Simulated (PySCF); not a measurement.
# Zr²⁰⁺: ionisation energy

Zr²⁰⁺ [Ar] 3d2 (3F) → Zr²¹⁺ [Ar] 3d1 (2D), as a difference of total energies. Computed with PySCF 2.14 in an even-tempered Gaussian basis (19 s from 2.1 bohr⁻², ratio 2.5; 12 p from 2.7 bohr⁻², ratio 2.5; 8 d from 2.7 bohr⁻², ratio 2.5; 4 f from 9.4 bohr⁻², ratio 2.7; 3 g from 14 bohr⁻², ratio 2.7), with scalar relativity by spin-free X2C-1e. Correlated levels: outer shells: [Ne] frozen; virtual orbitals above 40 to 60 times the deepest correlated orbital energy dropped. The calculations carry no spin-orbit coupling.

| method | ionisation energy (eV) |
| --- | --- |
| UHF | 863.06 |
| LDA | 863.26 |
| PBE | 863.51 |
| PBE0 | 863.75 |
| r2SCAN | 864.58 |
| B3LYP | 864.05 |
| M06 | 862.64 |
| MP2 (outer shells) | 863.13 |
| SCS-MP2 (outer shells) | 863.06 |

A first-order spin-orbit estimate (lowest level to lowest level, LS coupling) adds 0.592 eV.

Breit and QED terms and the two-electron picture change are absent.

For comparison: 863 ± 4 eV (theoretical estimate listed by NIST; NIST Atomic Spectra Database, ionization energies).
